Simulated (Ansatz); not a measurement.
Ag2H2⁻. Total charge -1; doublet. Geometry PBE0-D4/def2-TZVP, that of the neutral singlet; atoms count from 1.

```
atom   x (Å)   y (Å)   z (Å)
 Ag1  -1.816   0.109  -0.913
 Ag2   0.632   0.021   0.310
  H3   1.920   0.902   0.842
  H4  -0.736  -1.033  -0.239
```

In the def2 sets Ag takes a core potential; there is no spin–orbit coupling. The highest occupied level of the charge -1 doublet lies above zero (up to 0.24 eV). By energy differences its removal costs 1.52 eV (vertical, to the charge 0 singlet, at PBE0-D4/def2-TZVPD); a positive level beside a positive removal energy at the same level points to self-interaction error. The structure comes from a short search, and lower isomers may exist.

Q: Estimate the Mulliken populations from the PBE0/def2-TZVPD orbitals of Ansatz.

A: 
```tsv
atom	charge (e)	spin (α − β)	d electrons
Ag1	-0.59	0.84	9.88
Ag2	-0.58	0.07	9.82
H3	0.00	0.00	–
H4	0.16	0.09	–
```
Mulliken values and Mayer orders depend strongly on the basis. With diffuse functions, as here, like atoms can get unlike values, and bond orders can come out too low or too high.

Q: Where does the spin sit?

A: Summed by element: Ag 0.91, H 0.09, of 1 unpaired in all. Largest on single atoms: Ag1 0.84, H4 0.09, Ag2 0.07.

Q: And the Mayer bond orders between bonded heavy atoms (over 0.3)?

A: Ag1–Ag2 0.61 (2.74 Å).
